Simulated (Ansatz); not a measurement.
Species: AlBr2, net charge 0, doublet state. It need not be the lowest isomer of its formula. 
Coordinates optimised at B3LYP-D3(BJ)/def2-TZVP (Ansatz, a first-principles code):
```
Al
Br 1 2.2822
Br 1 2.2822 2 119.32
```
Charge 0, spin multiplicity 2.

Quantity: vertical ionisation energy (to the singlet state of charge +1; each state is the SCF solution reached for its spin), in eV. Valence correlation only, unless marked. Open shells are spin-unrestricted. No spin-orbit coupling. The frozen core is the preceding noble-gas configuration, with the filled d and f shells of earlier blocks. Non-relativistic. CBS(X,Y): correlation extrapolated as X^-3; Hartree-Fock from the larger set. The bracket is a focal-point correction in the basis named.

```tsv
level	program	vertical ionisation energy (eV)
PBE0/def2-TZVPD	Ansatz	___
wB97M-V/def2-TZVPD	Ansatz	8.50
SCS-MP2/def2-TZVPPD	Ansatz	8.39
RI-MP2/CBS(def2-TZVPPD,def2-QZVPPD)+[CCSD(T)-MP2]/def2-TZVPPD	Ansatz	8.52
```

Question: Fill in the missing entries.

Answer: 
- PBE0/def2-TZVPD, vertical ionisation energy (eV): 8.64
